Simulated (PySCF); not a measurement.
HKO (SMILES [OH][K]), singlet, geometry from GFN2-xTB (such geometries of metal compounds can be far from the true shape), with bond 1-2 at 2.2 times its length; PBE0/def2-SVP in PySCF.

PySCF was given this input:
```python
from pyscf import gto, scf, dft

mol = gto.Mole()
mol.atom = '''
    K    -2.392525   -1.090493   -2.014233
    O     1.047786    0.444316    0.880931
    H     1.421565    1.258641    1.218564
'''
mol.basis = 'def2-svp'
mol.charge = 0
mol.spin = 0
mol.verbose = 5
mol.build()

mf = dft.RKS(mol)
mf.xc = 'pbe0'
mf.kernel()
mo_i, mo_e, stable_i, stable_e = mf.stability(internal=True, external=True, return_status=True, nroots=6, tol=1e-6)
print('internally stable:', stable_i, ' externally stable:', stable_e)
if not stable_e:
    umf = mf.to_uhf() if not hasattr(mf, 'xc') else mf.to_uks()
    umf.scf_summary = {}
    umf.kernel(umf.make_rdm1(mo_e, umf.mo_occ))
mf.analyze()
```

The log (banner, timings and long lists left out):

```
PySCF version 2.14.0

[INPUT] verbose = 5
[INPUT] max_memory = 4000
[INPUT] num. atoms = 3
[INPUT] num. electrons = 28
[INPUT] charge = 0
[INPUT] spin (= nelec alpha-beta = 2S) = 0
[INPUT] symmetry False subgroup None
[INPUT] Mole.unit = angstrom
[INPUT] Symbol           X                Y                Z      unit          X                Y                Z       unit  Magmom
[...]
[INPUT] ---------------- BASIS SET ----------------
[INPUT] l, kappa, [nprim/nctr], expnt,             c_1 c_2 ...
[INPUT] H
[...]
                                1.9622572         0.13796524
                                0.44453796        0.47831935
[...]
[INPUT] O
[...]
                                340.87010191      -0.03989003923
                                77.363135167      -0.17853911985
                                21.47964494       -0.46427684959
                                6.6589433124      -0.44309745172
[...]
                                3.863550544       0.23094120765
                                1.0480920883      0.51375311064
[...]
[INPUT] K
[...]
                                4726.8876066      0.030501759762
                                1075.4345353      0.15073752622
                                303.39811023      0.51912939801
                                98.327112831      1.0366957005
                                33.636222177      0.76398963199
[...]
                                7.3162592218      1.691493586
                                2.8902580135      1.2965331953
[...]
                                0.70404124062     0.02563571896
                                0.28266888959     0.016606859208
[...]
                                84.670222166      0.1504364174
                                26.469088236      0.55440061077
                                9.2658077615      1.0409009991
                                3.3423388293      0.67825341194
[...]
                                0.56568375163     1.3708585031
                                0.20817008495     0.66047633079
[...]
nuclear repulsion = 23.1709227254221
number of shells = 19
number of NR pGTOs = 82
number of NR cGTOs = 43
basis = def2-svp
ecp = {}

******** <class 'pyscf.dft.rks.RKS'> ********
method = RKS
initial guess = minao
damping factor = 0
level_shift factor = 0
DIIS = <class 'pyscf.scf.diis.CDIIS'>
diis_start_cycle = 1
diis_space = 8
diis_damp = 0
SCF conv_tol = 1e-09
SCF conv_tol_grad = None
SCF max_cycles = 50
direct_scf = True
direct_scf_tol = 1e-13
XC library pyscf.dft.libxc version 7.1.2
    S. Lehtola, C. Steigemann, M. J. T. Oliveira, and M. A. L. Marques,  SoftwareX 7, 1–5 (2018)
XC functionals = pbe0
    C. Adamo and V. Barone,  J. Chem. Phys. 110, 6158 (1999)
    M. Ernzerhof and G. E. Scuseria,  J. Chem. Phys. 110, 5029 (1999)
radial grids:
    Treutler-Ahlrichs [JCP 102, 346 (1995); DOI:10.1063/1.469408] (M4) radial grids

becke partition: Becke, JCP 88, 2547 (1988); DOI:10.1063/1.454033
pruning grids: <function nwchem_prune>
grids dens level: 3
symmetrized grids: False
atomic radii adjust function: <function treutler_atomic_radii_adjust>
small_rho_cutoff = 0
Set gradient conv threshold to 3.16228e-05
Initial guess from minao.
atom K rad-grids = 90, ang-grids = [ 50  50  50  50  50  50  50  50  50  50  50  50  50  50  50  50  50  50
  50  50  50  50  50  50  50  50  50  50  50  50  86  86  86  86  86  86
  86  86  86  86  86  86  86  86  86  86 350 350 350 350 350 350 350 350
 350 350 350 350 434 434 434 434 434 434 434 434 434 434 434 434 434 434
 434 434 434 434 434 434 434 350 350 350 350 350 350 350 350 350 350 350]
atom O rad-grids = 75, ang-grids = [ 50  50  50  50  50  50  50  50  50  50  50  50  50  50  50  50  50  50
  50  50  50  50  50  86  86  86  86  86  86  86  86  86 266 266 266 266
 266 266 266 302 302 302 302 302 302 302 302 302 302 302 302 302 302 302
 302 302 302 302 302 266 266 266 266 266 266 266 266 266 266 266 266 266
 266 266 266]
[...]
SCF not converged.
<class 'pyscf.dft.rks.RKS'> wavefunction has an internal instability
<class 'pyscf.dft.rks.RKS'> wavefunction has an real -> complex instability
<class 'pyscf.dft.rks.RKS'> wavefunction has an RHF/RKS -> UHF/UKS instability
internally stable: False  externally stable: False
SCF not converged.
Total Energy =                        -674.476905564689446
[...]
0 K 3dz^2       -0.00307   0.00072  -0.00000  -0.00029  -0.00043
0 K 3dxz         0.00071   0.00905  -0.00089  -0.00076   0.00049
0 K 3dx2-y2      0.00225   0.00313  -0.00031   0.00004   0.00034
0 K 4dxy        -0.00150  -0.00534   0.00056   0.00051  -0.00066
0 K 4dyz        -0.00001  -0.00470   0.00048   0.00066  -0.00029
0 K 4dz^2        0.00250  -0.00058   0.00001   0.00028   0.00043
0 K 4dxz        -0.00058  -0.00736   0.00095   0.00074  -0.00048
0 K 4dx2-y2     -0.00183  -0.00256   0.00035  -0.00004  -0.00033
1 O 1s          -0.00000  -0.00001   0.00218   0.00000  -0.00000
1 O 2s          -0.00008  -0.00062   0.04590   0.00016  -0.00040
1 O 3s           0.00025   0.00114  -0.04487  -0.00010   0.00009
1 O 2px          0.01927  -0.02673   0.02675  -0.00115  -0.00011
1 O 2py          0.00393   0.01931   0.05714   0.00055  -0.00056
1 O 2pz         -0.03039  -0.01429   0.02413   0.00012   0.00118
1 O 3px          0.06178  -0.09424  -0.08042   0.00041  -0.00017
1 O 3py          0.01200   0.05781  -0.17561   0.00002   0.00001
1 O 3pz         -0.10020  -0.05269  -0.07268   0.00012  -0.00035
1 O 3dxy        -0.16676   0.15010  -0.24245   0.48300   0.01189
1 O 3dyz         0.23050   0.05719  -0.21925  -0.06618  -0.48642
1 O 3dz^2        0.17504   0.08437   0.13160   0.65834   0.37768
1 O 3dxz         0.04848   0.14523  -0.09971  -0.54235   0.67056
1 O 3dx2-y2     -0.03984   0.24831   0.20696  -0.18649  -0.41347
2 H 1s          -0.00004   0.00005  -0.05932  -0.00006   0.00012
2 H 2s           0.00005   0.00006   0.00381   0.00003  -0.00014
2 H 2px         -0.49360   0.70172   0.34197   0.00124  -0.00038
2 H 2py         -0.09883  -0.47996   0.74552   0.00007  -0.00056
2 H 2pz          0.78468   0.38063   0.30896   0.00007  -0.00156
               #41       #42       #43
0 K 1s          -0.00000  -0.00000   0.00000
0 K 2s           0.00001   0.00000  -0.00001
0 K 3s           0.00000   0.00000   0.00001
0 K 4s          -0.00043  -0.00012  -0.00080
0 K 5s           0.00020   0.00006  -0.00492
0 K 2px          0.00001  -0.00000  -0.00003
0 K 2py          0.00001   0.00000  -0.00000
0 K 2pz          0.00000   0.00000  -0.00002
0 K 3px          0.00000   0.00000  -0.00002
0 K 3py          0.00000   0.00000  -0.00001
0 K 3pz          0.00000  -0.00000  -0.00001
0 K 4px         -0.00012  -0.00005  -0.00454
0 K 4py          0.00030   0.00008  -0.00115
0 K 4pz         -0.00010  -0.00000  -0.00379
0 K 3dxy        -0.00071  -0.00008   0.00158
0 K 3dyz        -0.00055  -0.00029   0.00132
0 K 3dz^2        0.00018  -0.00029   0.00064
0 K 3dxz        -0.00041  -0.00019   0.00521
0 K 3dx2-y2     -0.00001   0.00018   0.00300
0 K 4dxy         0.00059   0.00006  -0.00153
0 K 4dyz         0.00045   0.00024  -0.00127
0 K 4dz^2       -0.00016   0.00023  -0.00059
0 K 4dxz         0.00027   0.00013  -0.00492
0 K 4dx2-y2     -0.00005  -0.00016  -0.00282
1 O 1s           0.00000   0.00000  -0.00137
1 O 2s          -0.00018  -0.00004  -0.01983
1 O 3s           0.00029   0.00007  -0.14252
1 O 2px         -0.00330  -0.00626  -0.00903
1 O 2py          0.00504   0.00120  -0.02024
1 O 2pz         -0.00541   0.00486  -0.00817
1 O 3px          0.02387   0.04080  -0.04502
1 O 3py         -0.02645  -0.00610  -0.09509
1 O 3pz          0.03711  -0.03045  -0.04056
1 O 3dxy         0.18291   0.59310  -0.49407
1 O 3dyz         0.40834  -0.51551  -0.44611
1 O 3dz^2        0.41513  -0.33988   0.26928
1 O 3dxz         0.41690   0.04528  -0.20535
1 O 3dx2-y2      0.58094   0.38596   0.42495
2 H 1s          -0.00020  -0.00006   0.04342
2 H 2s           0.00016   0.00005  -0.17994
2 H 2px         -0.15607  -0.26761  -0.17132
2 H 2py          0.17304   0.03997  -0.37406
2 H 2pz         -0.24321   0.20012  -0.15480
 ** Mulliken pop on meta-lowdin orthogonal AOs  **
 ** Mulliken pop  **
 ** Mulliken atomic charges  **
charge of    0K =     -1.02614
charge of    1O =      0.79726
charge of    2H =      0.22888
Dipole moment(X, Y, Z, Debye): 21.68789,  9.92704, 18.39474
```

Convergence was not reached.
